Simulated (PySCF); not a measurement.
**How methods differ on the ionisation energy of Mn²⁺**

Mn²⁺ [Ar] 3d5 (6S) → Mn³⁺ [Ar] 3d4 (5D), as a difference of total energies. Computed with PySCF 2.14 in pcseg-2, with no relativity, point nucleus. Correlated levels: valence: [Ar] frozen. The calculations carry no spin-orbit coupling.

```json
{"method": "UHF", "ionisation energy (eV)": "32.464", "difference from reference (eV)": "-1.204"}
{"method": "PBE0", "ionisation energy (eV)": "34.051", "difference from reference (eV)": "+0.383"}
{"method": "TPSS", "ionisation energy (eV)": "33.951", "difference from reference (eV)": "+0.283"}
{"method": "MP2 (valence)", "ionisation energy (eV)": "33.238", "difference from reference (eV)": "-0.430"}
{"method": "SCS-MP2 (valence)", "ionisation energy (eV)": "32.722", "difference from reference (eV)": "-0.946"}
```

Reference: 33.668 ± 0.012 eV (measured; NIST Atomic Spectra Database, ionization energies).

These non-relativistic numbers lack the scalar-relativistic shift.

The reference lies between the lowest fine-structure levels, while these numbers refer to the centres of the terms.

Errors of the correlated levels include the incompleteness of this basis and the frozen core.
